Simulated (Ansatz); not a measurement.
**Question.** Name a neutral molecule of C, Cl, O, Si and H with size of the dipole moment (ωB97M-V/def2-TZVPP) between 1.05 and 1.35 D and HOMO energy (PBE/def2-TZVPP) between -7.40 and -7.10 eV (Ansatz, PBE0-D4/def2-TZVP geometry).

**Answer.** `C=C[Si](O)(Cl)Cl` (1.33 D, -7.21 eV); `CO[Si]([SiH3])(Cl)Cl` (1.30 D, -7.27 eV). Other molecules can fit too; these were computed, each in one conformer that needn't be the lowest.
